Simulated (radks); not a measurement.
Question: All-electron atom: Ge18+ in [Ne] 3s2 3p2. Method: scalar-relativistic Kohn-Sham, r2SCAN, spin-polarised, spherical densities, finite nucleus; open shells are filled with parallel spins first; meta-GGA in the generalised Kohn-Sham scheme; Fermi nuclear charge, rms radius 4.0742 fm; computed with a radial shooting solver on a logarithmic mesh with Libxc functionals. Some entries of the table are withheld. Estimate them.

orbital,occ.,eigenvalue (eV),<r> (bohr)
1s up,1,-11701.90,0.04701
1s down,1,-11698.62,0.04700
2s up,1,-2071.079,0.2074
2s down,1,-2069.478,0.2072
2p up,3,-1900.296,0.1812
2p down,3,-1897.053,0.1812
3s up,1,-738.9148,0.5290
3s down,1,-726.3073,0.5316
3p up,2,-683.4465,0.5198
3p down,0,-671.0619,0.5222
3d up,0,-603.9663,0.4739
3d down,0,-593.7828,0.4731
4s up,0,(1),1.026
4s down,0,(2),1.005

Answer: 
(1) 4s up eigenvalue (eV): -358.4143
(2) 4s down eigenvalue (eV): -348.6432
